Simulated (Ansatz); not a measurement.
Stepwise reaction of `[SiH3][O][GeH2][O][SiH3]` with hydrogen sulfide, as a gas-phase model of exchange steps in deposition or etching. ΔE in kJ/mol.

Calculated with Ansatz (gas phase, PBE0-D4/def2-TZVP geometries, no zero-point term in ΔE). CCSD(T)/CBS is the MP2 limit (def2-TZVPP, def2-QZVPP) plus CCSD(T) − MP2 in def2-TZVPP, frozen cores. This one scheme is used for every species. DFT in def2-TZVPP. B3LYP here is the variant with VWN-RPA as its local correlation; programs differ in this. For Ge outer-core shells are correlated without core-valence functions, which leaves a few kJ/mol of doubt a bond. Scalar relativity is left out up to krypton. Each species was taken in one conformer, which may not be the lowest.

```
step                                                    reaction  PBE-D4  B3LYP-D4  ωB97M-V  CCSD(T)/CBS
   2  `[SiH3][O][GeH2][SH]` + H₂S → `[SH][GeH2][SH]` + `O[SiH3]`    -8.3       2.7      1.9          2.3
```

Task: Give the row of step 1, `[SiH3][O][GeH2][O][SiH3]` + H₂S → `[SiH3][O][GeH2][SH]` + `O[SiH3]`. (Best estimate.)

Result: Computed: 
```csv
step,reaction,PBE-D4,B3LYP-D4,ωB97M-V,CCSD(T)/CBS
1,`[SiH3][O][GeH2][O][SiH3]` + H₂S → `[SiH3][O][GeH2][SH]` + `O[SiH3]`,-9.2,3.5,1.4,3.5
```

Task: By hand: ΔE of the 2 steps together at CCSD(T)/CBS.

Result: (3.5) + (2.3) = 5.8 kJ/mol, or 2.9 kJ/mol a step.

In ΔE the steps differ by no more than 1.2 kJ/mol. PBE-D4 differs from CCSD(T)/CBS by -12.7 to -10.6 kJ/mol a step. Isolated molecules leave out the surface, adducts and barriers. Largest T1 diagnostic: 0.012.
